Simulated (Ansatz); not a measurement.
Level of theory: PBE0-D4/def2-TZVP run with Ansatz (an electronic-structure program). No frequencies were computed at this level.

Ansatz 0.2 input:
```yaml
crystal:
  periodic: [false, false, false]
  atoms:
    - { symbol: C, position_ang: [1.487627, -0.027344, 0.287276] }
    - { symbol: C, position_ang: [0.279182, -0.024605, 0.116936] }
    - { symbol: C, position_ang: [-1.055805, -0.033659, -0.090348] }
    - { symbol: H, position_ang: [2.486533, 0.119868, 0.571438] }
    - { symbol: H, position_ang: [-1.488906, 0.509411, -0.910312] }
    - { symbol: H, position_ang: [-1.708629, -0.54367, 0.594958] }
basis:
  gaussian: { orbitals: def2-tzvp }
hamiltonian:
  xc: pbe0
  dispersion: d4
relax:
  max_steps: 150
magnetization:
  spin_polarized: true
  initial_magnetization: 1
```

Output:

```
Functional definition: PBE0
672 factors; their error is unknown
mean field evaluation 1: about -3148.9111 eV, gradient 3.1e1 eV
mean field evaluation 2: about -3149.1046 eV, gradient 3.0e1 eV
mean field evaluation 4: about -3153.6416 eV, gradient 2.5e0 eV
mean field evaluation 8: about -3153.6801 eV, gradient 1.0e-1 eV
mean field evaluation 16: about -3153.6825 eV, gradient 1.9e-4 eV
mean field -3153.68245111 eV, -115.8956924356 hartree, gradient 1.8e-5 eV, S^2 0.779064; 0 other end points of the search recorded, 0 dependent functions left out
reference -3153.68247558 eV, -115.8956933349 hartree; 11, 10 occupied and 100, 101 virtual orbitals, 672 factors
relax step   1: F+E_penalty+E_count = -3153.74073408 eV  Δ(F+E_penalty+E_count) = +0.000e0 eV  max|allowed force component| = 6.734e-1 eV/Å  Δτ_max = 0.0000 Å  (33 SCF iters, accepted)
these checks for a lower state are left out or cut short: starts, cluster_reference, orbital_swaps, neighbouring_geometries, increment
672 factors; their error is unknown
mean field -3153.50335647 eV, -115.8891108288 hartree, gradient 1.6e-5 eV, S^2 0.780661; 0 other end points of the search recorded, 0 dependent functions left out
reference -3153.50338194 eV, -115.8891117650 hartree; 11, 10 occupied and 100, 101 virtual orbitals, 672 factors
relax step   2: F+E_penalty+E_count = -3153.56153861 eV  Δ(F+E_penalty+E_count) = +1.792e-1 eV  max|allowed force component| = 1.484e0 eV/Å  Δτ_max = 0.1955 Å  (41 SCF iters, rejected (line search))
these checks for a lower state are left out or cut short: starts, cluster_reference, orbital_swaps, neighbouring_geometries, increment
672 factors; their error is unknown
mean field evaluation 32: about -3153.7032 eV, gradient 9.7e-4 eV
mean field -3153.70321718 eV, -115.8964555744 hartree, gradient 1.4e-5 eV, S^2 0.777339; 0 other end points of the search recorded, 0 dependent functions left out
reference -3153.70324190 eV, -115.8964564828 hartree; 11, 10 occupied and 100, 101 virtual orbitals, 672 factors
relax step   3: F+E_penalty+E_count = -3153.76125479 eV  Δ(F+E_penalty+E_count) = -2.052e-2 eV  max|allowed force component| = 7.814e-1 eV/Å  Δτ_max = 0.0888 Å  (39 SCF iters, accepted)
these checks for a lower state are left out or cut short: starts, cluster_reference, orbital_swaps, neighbouring_geometries, increment
672 factors; their error is unknown
mean field -3153.70848957 eV, -115.8966493313 hartree, gradient 1.7e-5 eV, S^2 0.778373; 0 other end points of the search recorded, 0 dependent functions left out
reference -3153.70851427 eV, -115.8966502389 hartree; 11, 10 occupied and 100, 101 virtual orbitals, 672 factors
relax step   4: F+E_penalty+E_count = -3153.76660854 eV  Δ(F+E_penalty+E_count) = -5.354e-3 eV  max|allowed force component| = 3.079e-1 eV/Å  Δτ_max = 0.0110 Å  (39 SCF iters, accepted)
these checks for a lower state are left out or cut short: starts, cluster_reference, orbital_swaps, neighbouring_geometries, increment
672 factors; their error is unknown
mean field -3153.70900588 eV, -115.8966683053 hartree, gradient 8.1e-6 eV, S^2 0.777905; 0 other end points of the search recorded, 0 dependent functions left out
reference -3153.70903057 eV, -115.8966692125 hartree; 11, 10 occupied and 100, 101 virtual orbitals, 672 factors
relax step   5: F+E_penalty+E_count = -3153.76713266 eV  Δ(F+E_penalty+E_count) = -5.241e-4 eV  max|allowed force component| = 3.923e-2 eV/Å  Δτ_max = 0.0028 Å  (39 SCF iters, accepted)
these checks for a lower state are left out or cut short: starts, cluster_reference, orbital_swaps, neighbouring_geometries, increment
672 factors; their error is unknown
mean field -3153.70902814 eV, -115.8966691235 hartree, gradient 1.5e-5 eV, S^2 0.777988; 0 other end points of the search recorded, 0 dependent functions left out
reference -3153.70905283 eV, -115.8966700308 hartree; 11, 10 occupied and 100, 101 virtual orbitals, 672 factors
relax step   6: F+E_penalty+E_count = -3153.76714992 eV  Δ(F+E_penalty+E_count) = -1.727e-5 eV  max|allowed force component| = 4.192e-3 eV/Å  Δτ_max = 0.0009 Å  (39 SCF iters, accepted)
672 factors; their error is unknown
mean field evaluation 64: about -3148.9946 eV, gradient 3.1e1 eV
mean field -3153.70902814 eV, -115.8966691235 hartree, gradient 1.4e-5 eV, S^2 0.777988; 1 other end points of the search recorded, 0 dependent functions left out
reference -3153.70905283 eV, -115.8966700308 hartree; 11, 10 occupied and 100, 101 virtual orbitals, 672 factors
Total energy: -3153.76717461 eV, -115.8988059669 hartree
Atom 0 at     1.481478     0.035169     0.344406 Å, force    -0.003621    -0.000358     0.000143 eV/Å
Atom 1 at     0.277923     0.006624     0.141688 Å, force     0.002521     0.000089     0.000538 eV/Å
Atom 2 at    -1.066129    -0.025273    -0.084638 Å, force     0.004192     0.000161     0.000280 eV/Å
Atom 3 at     2.530346     0.059986     0.521561 Å, force    -0.002191     0.000139    -0.000941 eV/Å
Atom 4 at    -1.497055     0.491551    -0.932789 Å, force    -0.000156     0.001175    -0.001702 eV/Å
Atom 5 at    -1.726561    -0.568056     0.579720 Å, force    -0.000745    -0.001206     0.001682 eV/Å
Dipole moment:    -0.024392    -0.000607    -0.003990 e Å
```

Cost: very roughly 15 core-seconds.
